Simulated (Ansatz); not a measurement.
Start from `B[NH][SnH]([NH2])[OH]` and change one atom or group to get `[NH2][SnH]([OH])[CH]=O`.

Ansatz, PBE0-D4/def2-TZVP geometries, multiplicity 1. Each molecule was computed in one conformer, which needn't be the lowest.

Elements past krypton have def2 core potentials.

```json
{"property": "size of the dipole moment (PBE/def2-TZVPP) / D", "`B[NH][SnH]([NH2])[OH]`": "2.83"}
{"property": "HOMO–LUMO gap (B3LYP/def2-TZVPP) / eV", "`B[NH][SnH]([NH2])[OH]`": "6.59"}
{"property": "LUMO energy (B3LYP/def2-TZVPP) / eV", "`B[NH][SnH]([NH2])[OH]`": "-0.76"}
{"property": "HOMO–LUMO gap (PBE0/def2-TZVPP) / eV", "`B[NH][SnH]([NH2])[OH]`": "7.19"}
{"property": "HOMO energy (PBE/def2-TZVPP) / eV", "`B[NH][SnH]([NH2])[OH]`": "-6.19"}
{"property": "size of the dipole moment (ωB97M-V/def2-TZVPP) / D", "`B[NH][SnH]([NH2])[OH]`": "2.95"}
```

Give the same properties after the change, and the shifts. (An estimate is asked.)

Computed: 
```tsv
property	`[NH2][SnH]([OH])[CH]=O`	shift
size of the dipole moment (PBE/def2-TZVPP) / D	1.97	-0.86
HOMO–LUMO gap (B3LYP/def2-TZVPP) / eV	4.78	-1.81
LUMO energy (B3LYP/def2-TZVPP) / eV	-2.10	-1.34
HOMO–LUMO gap (PBE0/def2-TZVPP) / eV	5.24	-1.95
HOMO energy (PBE/def2-TZVPP) / eV	-5.72	0.47
size of the dipole moment (ωB97M-V/def2-TZVPP) / D	2.20	-0.75
```

With PBE0 the HOMO rises by 0.53 eV and the LUMO falls by 1.42 eV, so the gap narrows by about 1.95 eV. PBE moves the HOMO by 0.47 eV and ωB97M-V by 0.68 eV. Dipoles are sizes alone; their direction can turn.

Positive LUMOs are unbound, so they and the gaps depend on the basis.

B3LYP here is the variant with VWN-RPA as its local correlation; programs differ in this.
